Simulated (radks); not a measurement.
The numbers below are computed, except where a source is named.
Problem. The mean radii <r> (bohr) of the occupied orbitals of an atom or ion are listed with their occupations. Level of theory: scalar-relativistic Kohn-Sham, PBE, spin-polarised, spherical densities, finite nucleus; Fermi nuclear charge, rms radius of each element as measured or else 0.836 A^(1/3) + 0.57 fm (a radial shooting solver on a logarithmic mesh with Libxc functionals).

| orbital | occ. | <r> |
|---|---|---|
| 1s down | 1 | 0.02074 |
| 1s up | 1 | 0.02074 |
| 2s up | 1 | 0.08810 |
| 2s down | 1 | 0.08810 |
| 2p up | 3 | 0.07807 |
| 2p down | 3 | 0.07807 |
| 3s up | 1 | 0.2300 |
| 3s down | 1 | 0.2298 |
| 3p up | 3 | 0.2290 |
| 3p down | 3 | 0.2288 |
| 3d up | 5 | 0.2080 |
| 3d down | 5 | 0.2078 |
| 4s up | 1 | 0.5176 |
| 4s down | 1 | 0.5178 |
| 4p up | 3 | 0.5481 |
| 4p down | 3 | 0.5483 |
| 4d up | 5 | 0.5914 |
| 4d down | 5 | 0.5924 |
| 5s up | 1 | 1.229 |
| 5s down | 1 | 1.238 |
| 5p up | 3 | 1.418 |
| 5p down | 3 | 1.432 |
| 4f up | 7 | 0.7436 |
| 4f down | 2 | 0.7593 |
| 5d up | 1 | 1.997 |

Name the element and its charge. Open shells, if any, are filled with parallel spins first.

Solution. Z = 67, holmium, charge +3: Ho3+ in [Xe] 4f9 5d1. The 1s radius gives Z: for a bare nucleus <r> = (2 gamma + 1)/(2Z) with gamma = sqrt(1 - (Z/c)^2), 0.02048 bohr for Z = 67, and screening makes it slightly larger (0.02074 here). The occupations add up to 64, and the charge is Z minus that.
